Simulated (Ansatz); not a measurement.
Reaction (formal exchange of groups at the Si–O bond): `CO[SiH](O)O` + `C=C(F)[SiH](O)O` → `CO[SiH](O)[SiH](O)O` + `C=C(O)F`

Isolated molecules relaxed with PBE0-D4/def2-TZVP in Ansatz; ΔE leaves out vibrations. CCSD(T)/CBS is the MP2 limit (def2-TZVPP, def2-QZVPP) plus CCSD(T) − MP2 in def2-TZVPP, frozen cores. DFT in def2-TZVPP. One conformer a species, not always the lowest.

`CO[SiH](O)O`:

```xyz
11

C     0.058   -0.266   -1.730
O    -0.024    0.559   -0.590
Si    0.239    0.032    0.936
O    -0.856   -1.052    1.470
O     0.168    1.364    1.879
H     0.983   -0.852   -1.740
H    -0.791   -0.955   -1.780
H     0.044    0.371   -2.617
H     1.531   -0.679    0.999
H    -1.721   -0.721    1.720
H     0.370    2.199    1.453
```

`C=C(F)[SiH](O)O`:

```xyz
11

C     0.910    0.295   -1.610
C     0.875   -0.003   -0.322
F     1.959   -0.602    0.246
Si   -0.540    0.287    0.881
O    -1.941    0.496    0.070
O    -0.610   -1.028    1.856
H     1.776    0.082   -2.227
H     0.052    0.774   -2.063
H    -0.354    1.531    1.653
H    -2.303   -0.261   -0.393
H     0.177   -1.572    1.910
```

`CO[SiH](O)[SiH](O)O`:

Z-matrix (Å, degrees):
```
C
O 1 1.411
H 1 1.097 2 111.4
H 1 1.095 2 111.3 3 -121.2
H 1 1.091 2 108.2 3 119.3
Si 2 1.644 1 123.0 3 53.5
Si 6 2.346 2 112.2 1 77.4
O 6 1.642 2 108.3 1 -166.9
H 6 1.497 2 107.2 1 -46.6
O 7 1.652 6 113.4 2 -170.1
O 7 1.645 6 103.6 2 -53.0
H 7 1.496 6 112.9 2 67.5
H 8 0.959 6 117.7 2 59.7
H 10 0.958 7 116.9 6 -98.4
H 11 0.959 7 117.7 6 -176.0
```

`C=C(O)F`:

Z-matrix (Å, degrees):
```
C
C 1 1.320
H 1 1.078 2 119.7
H 1 1.079 2 119.7 3 180.0
O 2 1.334 1 126.3 3 -179.9
F 2 1.338 1 122.1 3 0.0
H 5 0.963 2 108.9 1 -179.7
```

```csv
level,ΔE (kJ/mol)
PBE0-D4,167.6
ωB97M-V,192.0
r2SCAN,181.9
PBE0,168.5
HF/def2-TZVPP,201.3
MP2/def2-TZVPP,201.8
CCSD/def2-TZVPP,195.9
MP2/def2-QZVPP,204.0
```

Q: What does CCSD(T)/CBS give? (An estimate is asked.)

A: Ansatz gave: +196.9 kJ/mol. The listed levels differ from it by -29.3, -4.9, -15.0, -28.4, 4.4, 4.9, -1.0, 7.1 kJ/mol.

Largest T1 diagnostic among the species: 0.012.

From PBE to PBE0 (25 % exact exchange), in def2-TZVPP and without D4, ΔE moves by +9.3 kJ/mol.
